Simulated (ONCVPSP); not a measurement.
## caesium, ONCV: configuration errors across variants

ONCVPSP 4.0.1 input, shortened (lines: element, Z, core and valence counts, functional; n l f; lmax; l rc ep ncon nbas qcut; lloc lpopt rc5 dvloc0; l nproj debl; icmod fcfact rcfact), LDA (Perdew-Wang 92), fully relativistic:

```
  Cs 55.00    9    3  -001012      upf
    1    0    2.00
    2    0    2.00
    2    1    6.00
    3    0    2.00
    3    1    6.00
    3    2   10.00
    4    0    2.00
    4    1    6.00
    4    2   10.00
    5    0    2.00
    5    1    6.00
    5    2    1.00
    2
    0    1.90    0.00    3    6    3.70
    1    2.10    0.00    4    8    3.30
    2    4.00    0.00    4    8    2.70
    4    5    1.60    2.00
    0    2    2.00
    1    3    1.10
    2    3    0.50
    1    0.55    0.00
```

Open shells are filled in proportion to 2j + 1.

All-electron excitation energies from the reference (eV): (1) 5s2 5p6 5d0 6s1 -1.721; (2) 5s2 5p6 5d0 2.275; (3) 5s2 5p6 5d0 6s0.5 -0.168.

A true bound ghost makes a file unfit for plane-wave use even where its test errors are small: the radial tests pick states by their node count and pass the ghost by.

Errors AE − PS in meV (a dash: test not solved or not reliable):

```tsv
change	(1)	(2)	(3)	bound ghosts	GHOST(+) flags above zero
base	+0.6	+1.4	+0.9	none	s, p3/2, p1/2
d: qcut 1.7	+2.8	+6.2	+4.1	none	s, p3/2, p1/2
d: qcut 2	+2.1	+4.6	+3.0	none	s, p3/2, p1/2
d: qcut 2.6	+0.7	+1.8	+1.1	none	s, p3/2, p1/2
d: qcut 3	+0.2	+0.7	+0.4	none	s, p3/2, p1/2
d: qcut 3.4	-0.1	+0.2	0.0	d5/2	s, p3/2, p1/2, d3/2
d: qcut 3.6	-0.2	0.0	-0.1	none	s, p3/2, d5/2, p1/2, d3/2
d: qcut 4	-0.3	-0.2	-0.2	none	s, p3/2, p1/2
```

**Question.** Give the same row for: d: qcut 2.3.

**Answer.** +1.3, +3.0, +1.9; bound ghosts: none; GHOST(+) flags above zero: s, p3/2, p1/2.
